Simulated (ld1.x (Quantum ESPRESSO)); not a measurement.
# u(r) = r·R(r): atom against pseudo-atom (vanadium (V))

Columns: radius, all-electron u(r) and pseudo u(r) of the 3s shell (level -68.18 eV) of vanadium in the configuration [Ne] 3s2 3p6 3d3.5 4s1.5 4p0; PBE, scalar-relativistic, RRKJ scheme, ld1.x (Quantum ESPRESSO) 7.5.

```csv
r (bohr),all-electron,pseudo
0.098,-0.0955,0.0665
0.195,-0.5925,0.1617
0.292,-0.4142,0.3030
0.390,0.0547,0.4901
0.488,0.5176,0.6994
0.585,0.8556,0.8944
0.682,1.0553,1.0432
0.780,1.1376,1.1239
0.878,1.1326,1.1297
0.975,1.0724,1.0748
1.072,0.9811,0.9826
1.170,0.8746,0.8746
1.268,0.7652,0.7652
1.365,0.6612,0.6612
1.463,0.5642,0.5642
1.560,0.4782,0.4782
1.658,0.4018,0.4018
1.755,0.3363,0.3363
1.852,0.2803,0.2803
1.950,0.2322,0.2322
2.047,0.1922,0.1922
2.145,0.1583,0.1583
2.242,0.1304,0.1304
2.340,0.1070,0.1070
2.438,0.0876,0.0876
2.535,0.0718,0.0718
```

Question: How many radial nodes do the two functions have?

Answer: The all-electron 3s function has n − l − 1 = 2 (the table is too coarse to show those close to the nucleus); the pseudo-wave has 0, since the states of the same l below it are removed with the core.

Question: At about which radius was the pseudo-wave matched?

Answer: 1.20 bohr, where the columns begin to agree (steps of 0.10 bohr).

Question: Where does each function peak?

Answer: Outermost all-electron maximum near 0.78 bohr, pseudo maximum near 0.88 bohr (to the table’s step).

Question: Is the pseudo-wave norm-conserving?

Answer: Yes: the RRKJ scheme keeps the norm inside the radius equal to the all-electron one, which fixes the energy derivative of the logarithmic derivative at the level.
